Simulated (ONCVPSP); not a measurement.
rhodium (Rh): excitation energies, all-electron against ONCV

Rh (Z = 45), optimised norm-conserving Vanderbilt (ONCV), made with ONCVPSP 4.0.1 (LDA (Perdew-Zunger), scalar-relativistic). Core [Ar] 3d10, reference 4s2 4p6 4d9. Waves: 4s: rc 1.40 bohr, ncon 3, nbas 7, qcut 7.4 1/bohr, 2 projectors, debl 3.3 Ha; 4p: rc 1.70 bohr, ncon 4, nbas 8, qcut 10.2 1/bohr, 2 projectors, debl 1.8 Ha; 4d: rc 2.05 bohr, ncon 3, nbas 7, qcut 8 1/bohr, 2 projectors, debl 0.5 Ha. Local part: polynomial inside 0.95 bohr (lpopt 5, dvloc0 0 Ha). Core correction: none.

Energies are relative to the spin-unpolarised reference configuration 4s2 4p6 4d9; without spin polarisation the order of configurations can differ from experiment.

Give the all-electron excitation energy and the error of the potential for: 4s2 4p6 4d8 5s1; 4s2 4p6 4d8; 4s2 4p6 4d7; 4s2 4p6 4d8.5 5s0.5.

```tsv
valence configuration	charge	ΔE all-electron (eV)	error AE − PS (meV)
4s2 4p6 4d8 5s1	0	0.843	+3.9
4s2 4p6 4d8	+1	8.635	+0.5
4s2 4p6 4d7	+2	28.402	+7.9
4s2 4p6 4d8.5 5s0.5	0	0.251	+1.2
```

Levels in the configuration 4s2 4p6 4d8:

```csv
level,all-electron (eV),pseudo (eV)
4s,-90.307,-90.294
4p,-58.316,-58.310
4d,-13.850,-13.848
```
